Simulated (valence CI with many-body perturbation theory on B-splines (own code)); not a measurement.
Cu22+: electric-dipole lines

Method: valence CI with perturbative core correlation (CI+MBPT): five valence electrons over a frozen Dirac-Fock core [He], a basis of 9 s, 9 p, 8 d, 6 f, 3 g, 1 h functions for each j, with the one-electron correlation potential Σ1, the two-electron term Σ2, the three-electron term Σ3, Breit, model QED; selected CI, second order for the rest (own B-spline code, finite nucleus).

No measured levels were compared; by estimate levels of excited configurations hold to 0.05 to 0.15 % of their energy, terms of the ground configuration to about 0.5 %. Among the levels kept, up to 2100 cm⁻¹ of a level comes from second order outside the variational space, and about a tenth of that is noise between levels of different J, which matters for small intervals.

Lines 101 to 150 of 284 in falling wavelength, among levels below 94.354 Ry, chosen from the strongest by gf and those to the six lowest levels. Wavelengths and rates use the calculated energies, so an error of 800 cm⁻¹ moves a line at 11.23 nm by 0.09 % and its rate by three times that or more. Electric multipoles are in the length gauge, E1 and E2 with the static RPA response of the core. Weak lines are less certain than strong ones. Lines between different terms over intervals too small for the method are left out, as are lines whose strength nearly cancels. The highest levels of a list are the least certain.

Names give the largest LS component (configuration and term), which can be under half, so a name can repeat, a term be missing and a line seem to break the LS rules; names also repeat where a configuration has a term twice. Letters in brackets count levels of one name in rising energy.

```
λ vac (nm)                   Upper              Lower   A (s⁻¹)  log gf  Branch %
     11.23             2p5 2P°_3/2      2s 2p4 2S_1/2  1.11e+10   -1.08       8.8
     11.10           2s 2p4 4P_5/2    2s2 2p3 4S°_3/2  1.41e+10   -0.81      86.8
     10.90       2s 2p3 3s 2D°_5/2  2s2 2p2 3s 4P_5/2  6.61e+09   -1.15       0.2
     10.85           2s 2p4 2D_3/2    2s2 2p3 2P°_1/2  2.73e+09   -1.71       4.4
     10.25       2s 2p3 3s 4D°_1/2  2s2 2p2 3s 4P_1/2  2.37e+10   -1.13       0.8
     10.24       2s 2p3 3s 4D°_3/2  2s2 2p2 3s 4P_1/2  1.71e+10   -0.97       0.7
     10.20           2s 2p4 2S_1/2    2s2 2p3 2P°_3/2  5.27e+08   -2.78       0.5
     9.921             2p5 2P°_1/2      2s 2p4 2P_3/2  5.36e+10   -0.80      37.8
     9.890           2s 2p4 4P_3/2    2s2 2p3 4S°_3/2  2.48e+10   -0.84      97.2
     9.807           2s 2p4 2D_3/2    2s2 2p3 2D°_5/2  2.14e+08   -2.91       0.3
     9.676             2p5 2P°_3/2      2s 2p4 2D_5/2  4.54e+10   -0.59      36.2
     9.644           2s 2p4 4P_1/2    2s2 2p3 4S°_3/2  2.73e+10   -1.12      94.5
     9.624           2s 2p4 2P_3/2    2s2 2p3 2P°_3/2  1.02e+10   -1.25       6.3
     9.484           2s 2p4 2D_5/2    2s2 2p3 2D°_5/2  3.85e+10   -0.51      85.3
     9.362             2p5 2P°_3/2      2s 2p4 2D_3/2  2.54e+10   -0.87      20.3
     9.269           2s 2p4 2D_3/2    2s2 2p3 2D°_3/2  5.22e+10   -0.57      85.0
     9.095           2s 2p4 2S_1/2    2s2 2p3 2P°_1/2  4.39e+10   -0.96      40.6
     8.980           2s 2p4 2D_5/2    2s2 2p3 2D°_3/2  1.51e+08   -2.96       0.3
     8.637           2s 2p4 2P_3/2    2s2 2p3 2P°_1/2  1.26e+10   -1.25       7.9
     8.332           2s 2p4 2P_1/2    2s2 2p3 2P°_3/2  1.18e+11   -0.61      80.3
     8.037             2p5 2P°_1/2      2s 2p4 2D_3/2  4.52e+10   -1.06      31.9
     7.999           2s 2p4 2D_3/2    2s2 2p3 4S°_3/2  5.87e+09   -1.65       9.6
     7.962           2s 2p4 2P_3/2    2s2 2p3 2D°_5/2  1.19e+11   -0.35      74.0
     7.956           2s 2p4 2S_1/2    2s2 2p3 2D°_3/2  5.90e+10   -0.95      54.6
     7.603           2s 2p4 2P_3/2    2s2 2p3 2D°_3/2  1.04e+10   -1.44       6.5
     7.582           2s 2p4 2P_1/2    2s2 2p3 2P°_1/2  3.22e+09   -2.26       2.2
     7.054             2p5 2P°_3/2      2s 2p4 4P_5/2  6.16e+09   -1.74       4.9
     7.003           2s 2p4 2S_1/2    2s2 2p3 4S°_3/2  4.59e+09   -2.17       4.3
     6.773           2s 2p4 2P_1/2    2s2 2p3 2D°_3/2  2.58e+10   -1.45      17.5
     6.728           2s 2p4 2P_3/2    2s2 2p3 4S°_3/2  8.40e+09   -1.64       5.2
     1.156  2s2 2p2 3p 4D°_3/2 [a]      2s 2p4 4P_5/2  3.40e+10   -2.57      62.1
     1.145  2s2 2p2 3p 4D°_3/2 [b]      2s 2p4 4P_5/2  2.84e+10   -2.65      61.7
     1.140  2s2 2p2 3p 2D°_5/2 [a]      2s 2p4 4P_5/2  3.58e+10   -2.38      59.5
     1.137  2s2 2p2 3p 2D°_3/2 [a]      2s 2p4 4P_5/2  8.19e+10   -2.20      76.1
     1.131      2s2 2p2 3p 4S°_3/2      2s 2p4 4P_5/2  2.03e+11   -1.81      42.1
     1.126      2s2 2p2 3p 2F°_5/2      2s 2p4 4P_5/2  4.66e+10   -2.27      58.7
     1.121       2s2 2p2 3s 4P_1/2    2s2 2p3 2P°_1/2  2.94e+10   -2.96       1.1
     1.120       2s2 2p2 3s 4P_3/2    2s2 2p3 2P°_3/2  1.99e+10   -2.83       0.9
     1.113       2s 2p3 3s 6S°_5/2      2s 2p4 4P_5/2  1.16e+11   -1.89      82.5
     1.111       2s 2p3 3s 4S°_3/2      2s 2p4 4P_3/2  8.38e+11   -1.21      26.3
     1.111  2s2 2p2 3p 2D°_3/2 [b]      2s 2p4 4P_5/2  6.89e+10   -2.29      22.1
     1.109       2s2 2p2 3s 2P_3/2    2s2 2p3 2P°_3/2  2.30e+11   -1.77       4.6
     1.104       2s 2p3 3s 2D°_3/2      2s 2p4 2D_3/2  2.83e+12   -0.68      86.1
     1.103       2s 2p3 3s 2D°_5/2      2s 2p4 2D_5/2  2.90e+12   -0.50      75.6
     1.102       2s2 2p2 3s 2P_1/2    2s2 2p3 2P°_1/2  1.20e+12   -1.36      23.0
     1.101       2s2 2p2 3s 4P_1/2    2s2 2p3 2D°_3/2  2.66e+11   -2.01       9.8
     1.098       2s 2p3 3s 4S°_3/2      2s 2p4 4P_5/2  1.77e+12   -0.89      55.5
     1.095       2s2 2p2 3s 2P_3/2    2s2 2p3 2P°_1/2  1.15e+12   -1.08      22.9
     1.094  2s2 2p2 3p 2P°_3/2 [b]      2s 2p4 4P_5/2  8.70e+11   -1.20      60.7
     1.094       2s2 2p2 3s 4P_3/2    2s2 2p3 2D°_5/2  1.90e+11   -1.87       8.6
```
